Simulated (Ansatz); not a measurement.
`C#C[O][In]([CH3])[F]` + H₂Te → `[CH3][In]([F])[TeH]` + `C#CO` at 298.15 K and 1 bar (ligand exchange at the In–O bond).

Computed with Ansatz on PBE0-D4/def2-TZVP structures; ΔE is electronic, products minus reactants. CBS: MP2 limit from def2 TZ/QZ plus the TZ coupled-cluster correction, frozen cores. This one scheme is used for every species. def2 core potentials past Kr. For In, Te outer-core shells are correlated without core-valence functions, which leaves a few kJ/mol of doubt a bond. One conformer a species, not always the lowest.

```tsv
species	CCSD(T)/CBS energy (Eh)	H − E (kJ/mol)	S (J/(mol·K))
`C#C[O][In]([CH3])[F]`	-481.31003	183.2	414.8
H₂Te	-268.91024	41.3	228.4
`[CH3][In]([F])[TeH]`	-597.86453	139.4	398.0
`C#CO`	-152.38380	96.3	247.0
```

H − E and S are ideal-gas, rigid-rotor, harmonic terms from PBE0-D4/def2-TZVP, for one conformer and one mirror image of each species. 1 Eh = 2625.50 kJ/mol, R = 8.31446 J/(mol·K).

By hand: ΔE, ΔH, ΔS and ΔG.

ΔE = (-597.86453) + (-152.38380) − (-481.31003) − (-268.91024) = -0.02806 Eh = -73.7 kJ/mol. Δ(H − E) = 139.4 + 96.3 − 183.2 − 41.3 = 11.2, so ΔH = -62.5 kJ/mol. ΔS = 398.0 + 247.0 − 414.8 − 228.4 = 1.8 J/(mol·K). ΔG = -62.5 − 298.15 × (1.8)/1000 = -63.0 kJ/mol.

By hand: the equilibrium constant, and the temperature at which ΔG would vanish if ΔH and ΔS stayed fixed.

log₁₀ K = −ΔG/(RT ln 10) = 11.0. ΔH and −TΔS have one sign here, so there is no such temperature. One of them is within its doubt of zero, so this could turn.

The number of gas molecules stays the same, so ΔS is small and ΔH decides. A doubt of 5 kJ/mol in ΔE shifts log₁₀ K by 0.9 here. Other conformers and mirror images would add mixing entropy, several J/(mol·K) or more a flexible species. Modes under 60 cm⁻¹, often nearly free rotors, make the harmonic entropy too high. These are equilibria of isolated gas molecules and say nothing of rates. Largest T1 diagnostic: 0.016 (customary marks: 0.02 for closed shells, 0.045 for open ones).
